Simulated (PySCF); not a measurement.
Mg(Me)2 (C₂H₆Mg), SMILES [CH3][Mg][CH3]. Atoms are numbered in the order given.

```xyz
9

Mg     0.0000     0.0000     0.0000
C      0.0000     0.0000    -2.0987
H      0.8144     0.6074    -2.5116
H     -0.9333     0.4016    -2.5116
H      0.1189    -1.0090    -2.5116
C      0.0000     0.0000     2.0987
H      0.8144    -0.6074     2.5116
H     -0.9333    -0.4016     2.5116
H      0.1189     1.0090     2.5116
```
Charge 0, spin multiplicity 1.

Geometry optimised at TPSSh-D3(BJ)/def2-TZVP. The isomer is the one that the SMILES or the coordinates give; other isomers of the formula were not compared.

These are PBE/def2-TZVPD run with PySCF values and carry that method's errors.

Symmetry labels are those of the subgroup C2 that the program uses (full group D3).

Computed valence orbital energies around the gap with their symmetry:
| orbital | symmetry | energy (eV) |
|---|---|---|
| HOMO−7 | A | -15.84 |
| HOMO−6 | B | -15.78 |
| HOMO−5 | A | -8.81 |
| HOMO−4 | B | -8.81 |
| HOMO−3 | B | -8.78 |
| HOMO−2 | A | -8.78 |
| HOMO−1 | A | -6.50 |
| HOMO | B | -5.32 |
| LUMO | A | -1.18 |
| LUMO+1 | B | -0.59 |
| LUMO+2 | A | -0.59 |
| LUMO+3 | B | 0.10 |
